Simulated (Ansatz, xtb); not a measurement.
## Ranking isomers of C4H6ClGeN

8 gas-phase structures of C4H6ClGeN, from a drawn sample of its isomers (lower ones may exist). Each was relaxed with GFN2-xTB:

A. `Clc1c[nH]c[c]1[GeH3]`, a singlet
B. `Clc1[nH]cc[c]1[GeH3]`, a singlet
C. `Clc1cc[n]([GeH3])c1`, a singlet
D. `Clc1ccc[n]1[GeH3]`, a singlet
E. `Clc1c[c]([GeH3])c[nH]1`, a singlet
F. `Clc1cc[nH][c]1[GeH3]`, a singlet
G. `Clc1cc[c]([GeH3])[nH]1`, a singlet
H. `Clc1c[nH][c]([GeH3])c1`, a singlet

Problem. Make a reasoned guess at their ranking by r2SCAN-D4/def2-SVP single-point energy.

Solution. Calculated order at r2SCAN-D4/def2-SVP: D (0.000), C (0.001), F (0.074), B (0.084), A (0.090), G (0.099), E (0.102), H (0.111) eV. Less than 1 kcal/mol parts D and C; F and B; B and A; A and G; G and E; E and H, so the order within those pairs means little.

Energies above the lowest of each column, in eV; the last columns are at B3LYP/def2-SVP geometries and were run for some of them only (a dash: not run or not comparable):

| structure | GFN2-xTB | HF/STO-3G | r2SCAN-D4/def2-SVP | B3LYP/def2-SVP | CCSD(T)/def2-SVP + ΔMP2/def2-TZVPP |
| --- | --- | --- | --- | --- | --- |
| D | 0.000 | 0.133 | 0.000 | 0.000 | 0.000 |
| C | 0.221 | 0.000 | 0.001 | 0.052 | 0.048 |
| F | 0.565 | 0.545 | 0.074 | 0.130 | 0.195 |
| B | 0.625 | 0.634 | 0.084 | 0.155 | 0.208 |
| A | 0.602 | 0.592 | 0.090 | 0.131 | 0.180 |
| G | 0.665 | 0.588 | 0.099 | 0.177 | 0.252 |
| E | 0.713 | 0.612 | 0.102 | – | – |
| H | 0.676 | 0.537 | 0.111 | – | – |

CCSD(T)/def2-SVP + ΔMP2/def2-TZVPP puts D lowest of those it was run on; HF/STO-3G picks C. CCSD(T)/def2-SVP + ΔMP2/def2-TZVPP orders those it was run on as D (0.000), C (0.048), A (0.180), F (0.195), B (0.208), G (0.252) eV. Less than 1 kcal/mol parts A and F; F and B; B and G, so the order within those pairs means little. Frequencies (GFN2-xTB) were run for A, B, C, D, F, G alone. ΔMP2 is the change of the MP2 energy from the smaller to the larger basis.

Over these structures GFN2-xTB departs from r2SCAN-D4/def2-SVP by 0.164 eV on average once a common shift is removed. A GFN2-xTB relaxation took about 0.091 s and the r2SCAN-D4/def2-SVP energy about 3.9 s on a shared host (Ansatz 0.2.0, xtb 6.7.1).
